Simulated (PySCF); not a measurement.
Species: C2H8OP2Si2.
SMILES: `CC(=O)[SiH]1P[SiH2]P1`

The calculation used TDDFT CAM-B3LYP/def2-SVPD, vertical, gas phase, core orbitals frozen in the response (PySCF). Isolated species at its PBE0-D3(BJ)/def2-SVP geometry (one conformer only).

Each state is given a Gaussian of 0.25 eV full width at half maximum, with ε(max) = 2.175×10⁸ f / Δν̃ (Δν̃ the width in cm⁻¹). The cross-section is σ = 3.8235×10⁻²¹ ε cm², given in Mb (10⁻¹⁸ cm²). The width is an assumption, not a result. The curve ends short of the highest state used, and states not computed would add to its high-energy end.

```tsv
λ (nm)	σ (Mb)
213.7	3.07
216.9	1.52
220.1	0.63
223.3	0.57
226.5	1.14
229.7	1.75
233.0	1.77
236.2	1.30
239.4	0.86
242.6	0.80
245.8	1.37
249.0	2.39
252.2	3.10
255.4	2.88
258.6	1.95
261.8	0.97
265.0	0.37
268.2	0.11
271.4	0.03
274.6	0.00
277.8	0.00
281.0	0.00
284.2	0.00
287.4	0.00
290.6	0.00
293.8	0.00
297.0	0.00
300.2	0.00
303.4	0.00
306.6	0.00
309.8	0.00
313.0	0.00
316.2	0.00
319.4	0.00
322.6	0.01
325.8	0.03
329.0	0.06
332.2	0.12
335.4	0.20
338.6	0.29
341.8	0.38
345.0	0.45
348.2	0.48
351.4	0.46
354.6	0.41
357.8	0.33
361.0	0.25
364.2	0.17
367.4	0.11
370.6	0.07
373.8	0.04
377.0	0.02
380.2	0.01
383.4	0.00
386.6	0.00
389.8	0.00
```

Q: Where are the band maxima, and which computed states make them?

A: 349 nm (3.56 eV), ε about 130, made up of S1 (100%); 253 nm (4.90 eV), ε about 820, made up of S2 (100%); 231 nm (5.36 eV), ε about 480, made up of S3 (11%) and S4 (89%) (ε in L mol⁻¹ cm⁻¹; maxima over ε = 5, shares over 10%). At its high-energy end, 5.80 eV, the curve is still rising (ε about 790, from S5 and S6). The states used: S1 3.56 eV (f 0.0012); S2 4.90 eV (f 0.0076); S3 5.22 eV (f 0.0012); S4 5.38 eV (f 0.0040); S5 5.74 eV (f 0.0014); S6 5.87 eV (f 0.0063); S7 5.97 eV (f 0.0023); S8 6.06 eV (f 0.010); S9 6.27 eV (f 0.0048); S10 6.40 eV (f 0.020).

Q: Does any computed singlet lie in the visible range?

A: No computed singlet lies in the visible range (380 to 750 nm); the lowest, at 349 nm, stands 0.29 eV above its violet end (3.26 eV); a Tamm–Dancoff triplet lies at 422 nm, without intensity as long as spin–orbit coupling is left out.

Q: What would ε be at 4.90 eV, the highest of these maxima, with half the width (0.125 eV)?

A: About 1640 L mol⁻¹ cm⁻¹ against 822, a factor of about 2.00; a lone state at its own centre would give exactly 2.

Q: On this curve, what absorbance would a 10⁻³ mol/L sample give at 254 nm over a 1 cm path?

A: 254 nm is 4.881 eV, where ε is about 810 L mol⁻¹ cm⁻¹, so A = ε c l ≈ 0.81 (Beer–Lambert, with the gas-phase spectrum and the assumed width).

The vertical ionisation energy (ΔSCF) is 8.77 eV, 2.37 eV above S10.
